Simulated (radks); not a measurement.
All-electron atom: the phosphorus ion P+ in [Ne] 3s2 3p2. Method: Dirac Kohn-Sham, BLYP, spin-unpolarised, spherical densities, finite nucleus; open shells are shared between the two j in proportion to 2j + 1; Fermi nuclear charge, rms radius 3.1889 fm; computed with a radial shooting solver on a logarithmic mesh with Libxc functionals.

Unscreened Slater integrals over Kohn-Sham orbitals (cm^-1). Large and small components are both included.

integral,value
"F0(3p3/2,3p3/2)",92584
"F2(3p3/2,3p3/2)",46542
"F0(3p3/2,3p1/2)",92737
"G2(3p3/2,3p1/2)",46612
"F0(3p3/2,3s1/2)",99810
"G1(3p3/2,3s1/2)",65321
"F0(3p3/2,2p3/2)",126840
"F2(3p3/2,2p3/2)",20004
"G0(3p3/2,2p3/2)",8083.7
"G2(3p3/2,2p3/2)",7920.9
"F0(3p1/2,3p1/2)",92891
"F0(3p1/2,3s1/2)",100000
"G1(3p1/2,3s1/2)",65527
"F0(3p1/2,2p3/2)",127230
"G2(3p1/2,2p3/2)",7927.7
"F0(3s1/2,3s1/2)",109010
"F0(3s1/2,2p3/2)",145310
"G1(3s1/2,2p3/2)",10482
"F0(2p3/2,2p3/2)",415280
"F2(2p3/2,2p3/2)",191190
